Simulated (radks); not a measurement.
Results of a calculation; reference values are marked as such.
Excited configurations of Ge I: one electron is placed in a higher orbital outside [Ar] 3d10 4s2 4p1. The ground configuration is [Ar] 3d10 4s2 4p2. Level of theory: scalar-relativistic Kohn-Sham, LDA (Slater exchange, Perdew-Wang correlation), spin-polarised, spherical densities, finite nucleus; open shells are filled with parallel spins first; Fermi nuclear charge, rms radius 4.0742 fm (a radial shooting solver on a logarithmic mesh with Libxc functionals). Excitation = E - E(ground); binding = E(ion) - E, where the ion is the core of charge +1; n* = 1/sqrt(2 binding) in atomic units, and the quantum defect is n - n*.

| outer orbital | excitation (eV) | binding (eV) | eigenvalue (eV) | <r> (bohr) |
|---|---|---|---|---|
| 4d | 6.112 | 1.922 | -0.753 | 7.953 |
| 5p | 5.734 | 2.300 | -1.297 | 8.582 |
| 5d | 6.847 | 1.187 | -0.659 | 15.90 |
| 5f | 7.392 | 0.641 | -0.382 | 29.09 |
| 6s | 6.392 | 1.642 | -1.026 | 13.46 |
| 7d | 7.502 | 0.531 | -0.348 | 40.47 |
| 7f | 7.686 | 0.348 | -0.232 | 61.14 |

The Delta-SCF ionisation energy is 8.034 eV (NIST Atomic Spectra Database: 7.899 eV, measured). Self-interaction in the functional shifts the binding energies and quantum defects, so they are the method's values and not measured ones. Open shells are spherical and high-spin; term and fine-structure splittings are not resolved.
